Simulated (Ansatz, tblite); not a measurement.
Spin states of GaCu4 (the lowest doublet isomer of a short search), each relaxed with B3LYP-D4/def2-SVP in Ansatz. Electronic energies in the gas phase.

The xTB rows come from tblite. Correlated methods freeze 45 core orbitals; core or outer-core shells of Ga are correlated, in sets that lack core-valence functions. The structure comes from a short search, and lower isomers may exist.

Doublet geometry (C2v within 0.1 Å):

```xyz
5

Ga   -1.185    0.591    0.764
Cu    0.721    0.752   -0.971
Cu    0.447   -1.334    0.217
Cu   -1.203   -0.637   -1.396
Cu    1.220    0.628    1.385
```

Quartet geometry (C2v within 0.1 Å):

Cartesian coordinates in Å:
```
Ga -0.847 -0.416 -1.223
Cu 1.329 0.451 -0.147
Cu -0.525 -0.056 1.309
Cu 0.684 -1.883 0.215
Cu -0.642 1.904 -0.154
```

⟨S²⟩: doublet 0.76 at PBE0-D4/def2-TZVP (pure 0.75), quartet 3.76 at PBE0-D4/def2-TZVP (pure 3.75).

Run but left out: HF/STO-3G (doublet: ⟨S²⟩ 7.58, where a pure state has 0.75).

Only these spin states were relaxed.

Second-order perturbation terms are unreliable where d shells bring near-degenerate states, and here MP2/def2-TZVP lies more than 0.4 eV from the median of the functionals without such a term.

**Question.** Estimate which spin state lies lowest at each of these levels, and by how much: GFN1-xTB; GFN2-xTB; HF/def2-TZVP; PBE-D4/def2-TZVP; r2SCAN-D4/def2-TZVP; B97M-V/def2-TZVP; PBE0-D4/def2-TZVP; MP2/def2-TZVP.

**Answer.** 
| level | quartet − doublet (kcal/mol) | lowest of these |
| --- | --- | --- |
| GFN1-xTB | 66.1 | doublet |
| GFN2-xTB | 110.6 | doublet |
| HF/def2-TZVP | 28.4 | doublet |
| PBE-D4/def2-TZVP | 47.2 | doublet |
| r2SCAN-D4/def2-TZVP | 45.8 | doublet |
| B97M-V/def2-TZVP | 48.6 | doublet |
| PBE0-D4/def2-TZVP | 49.6 | doublet |
| MP2/def2-TZVP | 61.5 | doublet |

Change of the quartet − doublet gap on mixing in exact exchange, in kcal/mol: PBE to PBE0 (25 % exact exchange) 2.4. The xTB methods have no spin-polarisation term.
